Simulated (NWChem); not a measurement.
Molecule: RbF; SMILES [F][Rb]

All runs: NWChem. The geometry was optimised at PBE-D3(BJ)/def2-SVP. def2 effective core potentials on Rb; no spin-orbit coupling. Level PBE/def2-SVP: single points from the atomic guess with DIIS by default; each run changes one setting, and all converged runs end within 0.3 mHa of each other. NWChem's automatic level shift, which a small gap switches on, acted in some of these runs.

```json
[
 {"setting": "defaults", "SCF iterations": "10"},
 {"setting": "core-Hamiltonian guess", "SCF iterations": "37"},
 {"setting": "DIIS on 3 Fock matrices", "SCF iterations": "11"},
 {"setting": "70 % damping for 30 cycles", "SCF iterations": "33"},
 {"setting": "no level shifting", "SCF iterations": "10"},
 {"setting": "level shift of 0.5 Ha throughout", "SCF iterations": "38"}
]
```
